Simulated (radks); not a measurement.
The numbers below are computed, except where a source is named.
Effect of the nuclear size on neutral phosphorus, [Ne] 3s2 3p3. Level of theory: Dirac Kohn-Sham, PBE, spin-unpolarised, spherical densities, finite nucleus; open shells fill j = l - 1/2 first; Fermi nuclear charge, rms radius 3.1889 fm (a radial shooting solver on a logarithmic mesh with Libxc functionals). The rms radius is varied about that value; shifts are against it.

rms radius (fm)  total energy shift (eV)  density at nucleus (e/bohr^3)  1s1/2 shift (meV)  2s1/2 shift (meV)
2.8254                          -0.00159                           2393             -0.665             -0.045
3.0741                         -0.000523                           2390             -0.219             -0.015
3.1889                                 0                           2388              0.000              0.000
3.2846                          0.000450                           2387              0.188              0.013
3.6385                           0.00223                           2383              0.932              0.063

Slopes of the eigenvalues against <r^2> in GHz/fm^2, as finite differences over the two radii next to the reference (eigenvalue slopes, not the field-shift constants of lines): 1s1/2 73.5, 2s1/2 4.97.
